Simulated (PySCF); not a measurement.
Ge(All)(H)3 (C3H8Ge), SMILES C(=C)[CH2][GeH3].

The structure is a stationary point at B3LYP-D3(BJ)/def2-SVP. The values are those of a single conformer.

Two levels are set side by side: PBE/def2-TZVP (PySCF) and HF/def2-TZVP (PySCF). Same geometry, gas phase. Differences are taken from unrounded values.

```tsv
quantity	PBE
orbital gap (eV)	5.08
highest occupied level (eV)	-6.02
lowest empty level (eV)	-0.93
dipole moment (D)	0.49
mean polarisability (bohr³)	72.3
```

These are the PBE values. What does HF give? (The exact figures need the calculation; the answer reports its results.)


```json
[
 {"quantity": "orbital gap (eV)", "HF": "12.88", "PBE minus HF": "-7.80"},
 {"quantity": "highest occupied level (eV)", "HF": "-9.39", "PBE minus HF": "3.37"},
 {"quantity": "lowest empty level (eV)", "HF": "3.50", "PBE minus HF": "-4.43"},
 {"quantity": "dipole moment (D)", "HF": "0.49", "PBE minus HF": "0.00"},
 {"quantity": "mean polarisability (bohr³)", "HF": "67.0", "PBE minus HF": "5.4"}
]
```

PBE's occupied levels lie high since its potential decays too fast outside the molecule; exact exchange lowers them and widens the gap. Loosely held outer electrons make PBE densities more polarisable. Differences between two approximate levels are no errors against the true value.

Rough cost on one machine, each run with all the roots and properties that it gave: HF against PBE about 1/4.
